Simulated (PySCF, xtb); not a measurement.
C2H6BFS, SMILES CSB(C)F.

GFN2-xTB (xtb) at its own geometry gives an orbital gap of 4.40 eV and a dipole moment of 3.40 D.

The structure is a stationary point at PBE0-D3(BJ)/def2-SVP. Other conformers were not sampled.

Task: What does M06-2X/def2-TZVP (PySCF) give? (An estimate is asked for; the answer gives what the named calculation found.)

Result: gap 9.32 eV (levels -8.58 and 0.74 eV), dipole 2.75 D.
